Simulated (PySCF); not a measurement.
**Deuteron quadrupole couplings in `C#CC(=C=S)C=C`**

Species: C6H4S.
Geometry (GFN2-xTB, Å), atoms numbered from 1 in this order:
```
atom  x, y, z in Å
C1     2.1511   -1.0210    0.2833
C2     1.2633   -0.2424    0.0682
C3     0.2104    0.6727   -0.1874
C4     0.5282    1.9370   -0.3866
S5     0.8908    3.4273   -0.6259
C6    -1.1711    0.2074   -0.2280
C7    -1.5257   -1.0580   -0.0385
H8     2.9192   -1.7088    0.4743
H9    -1.9073    0.9739   -0.4276
H10   -0.7964   -1.8249    0.1615
H11   -2.5573   -1.3606   -0.0794
```

Level: PBE0/pcSseg-1 (PySCF, non-relativistic); Q(2H) = 0.00286 b; rigid geometry, the same for H and D, with no vibrational averaging.

Question: Rank these positions by the coupling χzz of a deuteron there, largest first.
A. H8 (alkyne hydrogen)
B. H11 (vinylic hydrogen)
C. H10 (vinylic hydrogen)
D. H9 (vinylic hydrogen)

Answer: A (267 kHz), B (228 kHz), C (223 kHz), D (216 kHz).

Q: Give the electric field gradient Vzz (the principal value of largest size), its asymmetry and the 2H coupling at each hydrogen.

A: 
```tsv
atom	bonded to	bond length (Å)	Vzz (au)	η	χzz (kHz)
H8	C1	1.049	0.3973	0.02	267
H9	C6	1.081	0.3217	0.08	216
H10	C7	1.077	0.3322	0.06	223
H11	C7	1.076	0.3390	0.05	228
```

The structure is a single GFN2-xTB conformer in the gas phase; no vibrational or solvent corrections. GFN2-xTB bond lengths can be off by several hundredths of an ångström, more for odd bonds, and the gradients follow them. With a basis this small, the couplings can be 20 % off.
